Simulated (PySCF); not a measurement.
PySCF 2.14 output of a UHF calculation on a single atom or ion in x2c-TZVPPall with one added diffuse shell each of s, p, d, f type (12s8p8d4f1g, 113 functions), with the spin-free X2C one-electron Hamiltonian (Gaussian nucleus):

```
SCF conv_tol = 1e-09
number electrons alpha = 40  beta = 38
cycle= 1 E= -18410.1389544655  delta_E= -0.00449  |g|= 0.0228  |ddm|= 0.0714
cycle= 2 E= -18410.1391331034  delta_E= -0.000179  |g|= 0.00589  |ddm|= 0.0208
cycle= 3 E= -18410.1391825245  delta_E= -4.94e-05  |g|= 0.0031  |ddm|= 0.0149
cycle= 4 E= -18410.1392056249  delta_E= -2.31e-05  |g|= 0.0026  |ddm|= 0.00783
cycle= 5 E= -18410.1392426658  delta_E= -3.7e-05  |g|= 0.00187  |ddm|= 0.0145
cycle= 6 E= -18410.1392887662  delta_E= -4.61e-05  |g|= 0.00107  |ddm|= 0.0258
cycle= 7 E= -18410.1393066942  delta_E= -1.79e-05  |g|= 0.000334  |ddm|= 0.0227
cycle= 8 E= -18410.1393075674  delta_E= -8.73e-07  |g|= 9.81e-05  |ddm|= 0.00522
cycle= 9 E= -18410.1393075932  delta_E= -2.58e-08  |g|= 1.34e-05  |ddm|= 0.000875
cycle= 10 E= -18410.1393075937  delta_E= -4.69e-10  |g|= 2.4e-06  |ddm|= 9.34e-05
converged SCF energy = -18410.1393075937  <S^2> = 2.0039498  2S+1 = 3.002632
```

The run itself started from symmetry-adapted Hartree-Fock orbitals and held the occupation by maximum overlap, so the iterations belong to that start.

Question: Which element, charge and spin multiplicity is this?

Answer: Pt (platinum, neutral), multiplicity 3; the state was [Xe] 4f14 5d9 6s1, high-spin 3D determinant.

Spin-orbit coupling, absent here, splits the open shell strongly.
